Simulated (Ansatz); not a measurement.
Reactions of CH₂BrClOSi (`ClC1(Br)O[SiH2]1`).

Program: Ansatz. Geometries: PBE0-D4/def2-TZVP. ΔE: electronic, gas phase. CBS: MP2 limit from def2 TZ/QZ plus the TZ coupled-cluster correction, frozen cores. This one scheme is used for every species, atoms too. No spin–orbit coupling; open shells (•) take unrestricted orbitals. Spin–orbit coupling would lower the free atoms: a little for C, Cl, O, Si; clearly for Br. For Br outer-core shells are correlated without core-valence functions, so the limit isn't a true one: a few kJ/mol of doubt a bond, and 10 to 20 or more in all where bonds break to atoms. Scalar relativity is left out up to krypton.

Q: Order these by ΔE at CCSD(T)/CBS, lowest first. (Estimate.)
A. `ClC1(Br)O[SiH2]1` → Br• + C• + Cl• + 2 H• + O• + Si•
B. `ClC1(Br)O[SiH2]1` + H₂ → `BrC1O[SiH2]1` + HCl
C. `ClC1(Br)O[SiH2]1` + H–F → `FC1(Cl)O[SiH2]1` + HBr

A: B (-0.88 eV), C (+0.11 eV), A (+23.16 eV).

Largest T1 diagnostic: 0.014, for `FC1(Cl)O[SiH2]1`.
